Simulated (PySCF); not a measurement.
Solvent effects on NMR parameters

Geometry:
| atom | x (Å) | y (Å) | z (Å) |
| --- | --- | --- | --- |
| N1 | 3.456 | -0.577 | 0.107 |
| C2 | 2.325 | -0.104 | -0.242 |
| Si3 | 0.745 | -0.157 | 0.795 |
| C4 | -0.722 | -0.994 | -0.047 |
| C5 | -1.856 | -0.030 | 0.335 |
| C6 | -1.276 | 1.385 | 0.349 |
| O7 | 0.010 | 1.347 | 0.942 |
| H8 | 3.404 | -0.965 | 1.059 |
| H9 | 2.276 | 0.348 | -1.252 |
| H10 | 1.145 | -0.701 | 2.130 |
| H11 | -0.916 | -2.032 | 0.261 |
| H12 | -0.558 | -1.002 | -1.139 |
| H13 | -2.722 | -0.098 | -0.343 |
| H14 | -2.219 | -0.276 | 1.348 |
| H15 | -1.198 | 1.779 | -0.683 |
| H16 | -1.911 | 2.082 | 0.919 |

GIAO PBE0/pcSseg-1 in PySCF on one PBE0-D3(BJ)/def2-SVP conformer, non-relativistic, equivalent nuclei averaged. Solvents enter as an IEF-PCM continuum (chloroform with ε = 4.7) around the gas-phase geometry. Shifts are referred to TMS computed in the same medium.

Gas phase, δ in ppm: C2 197.0, C6 70.9, C5 29.7, C4 9.9, Si3 11.8, H8 12.95, H9 9.13, H10 4.53, H16 4.19, H15 3.70, H13 1.91, H14 1.61, H11 0.93, H12 0.80. Dipole moment 3.19 D.

Task: How does each δ change in the continuum?

Result: 
| atoms | environment | Δδ, chloroform |
| --- | --- | --- |
| C2 | C=N carbon | +4.6 |
| C6 | sp3 CH2 bonded to O | +1.0 |
| C5 | sp3 CH2 in a ring | +0.4 |
| C4 | sp3 CH2 bonded to Si | +0.6 |
| Si3 | silicon bonded to 2 C, O, H, in a 5-membered ring | +1.3 |
| H8 | hydrogen on an imine nitrogen | -0.33 |
| H9 | hydrogen on a C=N carbon | +0.04 |
| H10 | hydrogen on a silicon bonded to 2 C, O, in a 5-membered ring | +0.02 |
| H16 | hydrogen on an sp3 CH2 bonded to O | +0.05 |
| H15 | hydrogen on an sp3 CH2 bonded to O | +0.08 |
| H13 | hydrogen on an sp3 CH2 in a ring | +0.09 |
| H14 | hydrogen on an sp3 CH2 in a ring | +0.08 |
| H11 | hydrogen on an sp3 CH2 bonded to Si | +0.11 |
| H12 | hydrogen on an sp3 CH2 bonded to Si | +0.16 |

Changes are relative to the gas phase. The dipole moment becomes 3.78 D in chloroform.

Task: Which of the listed nuclei move most (in ppm), and what does the model miss? (N and O are left out, as their reference compounds move with the solvent too.)

Result: C2 (C=N carbon, +4.6 ppm) in chloroform. A continuum only polarises the solute; specific hydrogen bonds, the anisotropy of aromatic solvents and changes of geometry or conformer are outside it.
